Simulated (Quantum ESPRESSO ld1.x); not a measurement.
Task: Species: Ru IV. Configuration: [Kr] 4d5. Method: scalar-relativistic Kohn-Sham, OLYP, spin-unpolarised, spherical densities, point nucleus; computed with ld1.x of Quantum ESPRESSO 7.5. Some entries of the table are withheld. Estimate them.

orbital  occ.  eigenvalue (eV)  <r> (bohr)
1s          2         -21971.0     0.03344
2s          2         -3192.76      0.1457
2p          6         -2863.71      0.1269
3s          2         -592.077      0.4023
3p          6         -483.900      0.4026
3d         10              (1)      0.3833
4s          2         -111.302       1.010
4p          6         -80.9478       1.106
4d          5         -37.4329         (2)

Result: 
(1) 3d eigenvalue (eV): -310.064
(2) 4d <r> (bohr): 1.431
